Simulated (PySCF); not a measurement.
Compound: CH10N2SSi2.
Atom-mapped SMILES: `[CH3:1][SiH2:2][NH:3][Si@@H:4]([NH2:5])[SH:6]` (hydrogens: H7, H8, H9 on C1; H10, H11 on Si2; H12 on N3; H13 on Si4; H14, H15 on N5; H16 on S6)

Structure used (GFN2-xTB), in Å, numbered top down from 1:
```
atom  x, y, z in Å
C1     2.1705    0.4304    0.8225
Si2    1.3324   -0.7108   -0.4357
N3    -0.1826   -0.0137   -0.9462
Si4   -1.6183    0.2987   -0.0419
N5    -2.2290   -1.1243    0.6916
S6    -1.2208    1.5507    1.6606
H7     3.1244    0.0193    1.1396
H8     1.5584    0.5626    1.7099
H9     2.3605    1.4153    0.4032
H10    2.1093   -0.7991   -1.6786
H11    1.1258   -2.0434    0.1447
H12   -0.3307   -0.0235   -1.9403
H13   -2.5043    1.0377   -0.9419
H14   -2.8057   -1.0559    1.5132
H15   -2.5008   -1.9068    0.1218
H16   -0.3967    2.3717    1.0334
```

Method: PySCF 2.14.0, density-fitted response routines, TDDFT B3LYP/def2-SVPD, vertical, gas phase, core orbitals frozen in the response.

Transition dipole moments from the ground state, in atomic units and in the frame of the coordinates above (overall signs are arbitrary), for the states with f of 0.002 or more among the lowest 8:

| state | E (eV) | μx | μy | μz |
| --- | --- | --- | --- | --- |
| S1 | 5.826 | 0.001 | 0.246 | 0.079 |
| S2 | 6.215 | 0.386 | 0.192 | 0.146 |
| S3 | 6.367 | -0.042 | -0.093 | -0.183 |
| S4 | 6.424 | 0.247 | -0.252 | 0.146 |
| S5 | 6.517 | 0.462 | -0.358 | -0.032 |
| S6 | 6.614 | 0.098 | 0.039 | 0.199 |
| S8 | 6.880 | -0.223 | 0.056 | 0.230 |

What oscillator strength does each state have?

f = (2/3) ΔE |μ|² with ΔE in hartree (27.2114 eV).

```json
{"state": "S1", "|μ|² (au)": "0.067", "|μ| (D)": "0.66", "f": "0.010"}
{"state": "S2", "|μ|² (au)": "0.207", "|μ| (D)": "1.16", "f": "0.032"}
{"state": "S3", "|μ|² (au)": "0.044", "|μ| (D)": "0.53", "f": "0.007"}
{"state": "S4", "|μ|² (au)": "0.146", "|μ| (D)": "0.97", "f": "0.023"}
{"state": "S5", "|μ|² (au)": "0.342", "|μ| (D)": "1.49", "f": "0.055"}
{"state": "S6", "|μ|² (au)": "0.051", "|μ| (D)": "0.57", "f": "0.008"}
{"state": "S8", "|μ|² (au)": "0.105", "|μ| (D)": "0.83", "f": "0.018"}
```

Which bond between heavy atoms lies closest to the direction of the S5 transition dipole?

Si2–N3, at 24° from it; next N3–Si4 at 37°.

What angle do the transition dipoles of S4 and S5 make?

|cos θ| = |μa·μb| / (|μa| |μb|) = 0.89, so θ ≈ 27° (taken between 0 and 90°, since the signs are arbitrary).

How is the summed strength of these states shared among x, y and z?

(2/3) Σ ΔE μα² gives 0.077 for x, 0.047 for y and 0.028 for z, 0.152 in all.

What peak molar absorption coefficient would the strongest computed level give as a lone Gaussian band 0.5 eV wide at half height?

ε(max) = 2.175×10⁸ f / FWHM, with the width in cm⁻¹. S5: 2.175×10⁸ × 0.0547 / 4033 ≈ 2900 L mol⁻¹ cm⁻¹.

Time: 79 s wall (with the writing of density and orbital grids); peak memory 0.86 GiB. Hardware: one thread, Arm Neoverse N1 (aarch64), shared host.

One conformer stands for the species.
